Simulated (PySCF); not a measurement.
A geometry optimisation on `FB(Br)CBBr`.

Method: PBE0-D3(BJ)/def2-SVP geometry optimisation, gas phase (PySCF 2.14.0). Start geometry: GFN2-xTB. The input is one job of a driver script: a line of settings, then coordinates in Å.

Command:
```bash
OMP_NUM_THREADS=1 python probes_run.py task.json out
```

Input:
```
{"job": {"xc": "PBE0", "basis": "def2-SVP", "d3": "d3bj", "grid": 1, "shake": 0.01, "kind": "geom"}, "charge": 0, "multiplicity": 1}
F     -2.067700    -0.308770     0.695450
B     -1.251000     0.380950    -0.071060
Br    -1.709730     2.171080    -0.432220
C      0.107510    -0.311470    -0.594340
B      1.120260    -0.416160     0.580250
Br     2.558970     0.765500     0.679420
H     -0.182780    -1.330960    -0.899180
H      0.495350     0.226280    -1.457480
H      0.986930    -1.193610     1.465440
```

Output:
```
step   0  E = -5336.34152689  max force = 0.022087
step   1  E = -5336.34318057  max force = 0.007989
step   2  E = -5336.34374101  max force = 0.002927
step   3  E = -5336.34390422  max force = 0.002749
step   4  E = -5336.34404007  max force = 0.001562
step   5  E = -5336.34410005  max force = 0.000895
step   6  E = -5336.34415580  max force = 0.002474
step   7  E = -5336.34421908  max force = 0.002745
step   8  E = -5336.34424358  max force = 0.001015
step   9  E = -5336.34424457  max force = 0.000162
optimisation converged
```

Energies in Eh; «max force» is the largest Cartesian gradient component in Eh/bohr.

Question: Give the first gradient maximum in eV/Å.

Answer: With 1 Eh/bohr = 51.422 eV/Å, 1.136 eV/Å.

Main results: final energy -5336.34424 Eh after 9 steps; dipole 1.47 D.

Question: Where do the atoms end?

Answer: 0.092 Å rms from the input after alignment:
```
atom  x, y, z in Å
F1    -1.9937   -0.3615    0.8987
B2    -1.2023    0.3693    0.1399
Br3   -1.5216    2.2574    0.1120
C4    -0.0294   -0.2946   -0.6494
B5     1.1477   -0.4483    0.3603
Br6    2.6255    0.7514    0.3385
H7    -0.3753   -1.3059   -0.9268
H8     0.2443    0.3010   -1.5294
H9     1.1587   -1.2919    1.2201
```

Question: Estimate the wall time. Hardware: Arm Neoverse N1, one thread, no GPU, shared host. And the peak memory of the process?

Answer: About 2.4 min, with 0.57 GiB resident at the peak, the Python interpreter and its libraries included.
Labels such as C1 count atoms from 1, the log's own numbers from 0.
